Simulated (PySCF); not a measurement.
Computed shifts of a molecule C2H10OSi3, PySCF with PBE/pcSseg-1, GIAO, gas phase, atoms alike by connectivity averaged where their shifts nearly agree, in ppm (number of nuclei): ¹³C: 82.0 (1), 34.9 (1). ²⁹Si: -45.3 (1), -49.6 (1), -98.9 (1). ¹H: 5.31 (1), 5.10 (1), 5.02 (2), 4.35 (3), 2.68 (1), 1.83 (1), 0.49 (1). References: ¹⁷O against H2O (σ = 334.3 ppm); ¹³C against TMS (σ = 182.0 ppm); ²⁹Si against TMS (σ = 335.4 ppm); ¹H against TMS (σ = 31.49 ppm), references at their B3LYP-D3(BJ)/def2-TZVP geometries, non-relativistic. Geometry: PBE-D3(BJ)/def2-SVP. One conformer was computed; it need not be the lowest.

Q: Which structure fits?
(A) OCC1[SiH2][SiH2][SiH2]1
(B) [SiH3]OC=C([SiH3])[SiH3]
(C) O[C@@H]1C[Si@H]([SiH3])[SiH2]1
(D) O[SiH2][SiH]1C[SiH2]C1

A: C, O[C@@H]1C[Si@H]([SiH3])[SiH2]1
